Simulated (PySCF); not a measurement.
Delta-SCF ions had no search for a lower state. 

cyclo[10]carbon `c1c#cc#cc#cc#cc#1` (charge 0, multiplicity 1)

Calculation: CAM-B3LYP-D3(BJ)/def2-SVP (PySCF).

```json
{
 "HOMO": "-8.87 eV",
 "dipole_moment": "0.00 D",
 "LUMO": "-1.15 eV",
 "HOMO–LUMO gap": "7.73 eV",
 "vertical ionisation energy (Delta-SCF)": "9.69 eV",
 "total_energy": "-380.1562 Ha",
 "cost": "very roughly 3 core-minutes"
}
```

```xyz
10

C     -1.5607     1.1717     0.0052
C     -0.6410     2.0832    -0.0001
C      0.6321     1.8464    -0.0054
C      1.7832     1.2533    -0.0097
C      1.9513    -0.0306    -0.0086
C      1.7431    -1.3087    -0.0057
C      0.5740    -1.8654     0.0001
C     -0.7059    -2.0620     0.0059
C     -1.5966    -1.1222     0.0086
C     -2.1794     0.0342     0.0096
```
Charge 0, spin multiplicity 1.
